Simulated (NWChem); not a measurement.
Species: SiH₃F; SMILES F[SiH3]

```xyz
5

Si     0.0000     0.0000    -0.5077
F      0.0000     0.0000     1.1169
H      0.9981     0.9981    -0.9815
H      0.3653    -1.3634    -0.9815
H     -1.3634     0.3653    -0.9815
```
Atoms are numbered in this order, from 1.

Computed with NWChem. Medium grid unless said otherwise, to which SCAN and Minnesota functionals are sensitive. All runs use the structure optimised with PBE0/def2-SVP.

Question: Among these, which level gives the lowest value of “dipole (D)”?
A. B3LYP/def2-TZVP
B. PBE/def2-TZVP
C. LDA (Slater exchange, VWN5)/def2-TZVP
D. MN15-L/def2-TZVP

Answer: D, MN15-L/def2-TZVP. Values: MN15-L/def2-TZVP 1.10; PBE/def2-TZVP 1.26; LDA (Slater exchange, VWN5)/def2-TZVP 1.34; B3LYP/def2-TZVP 1.37
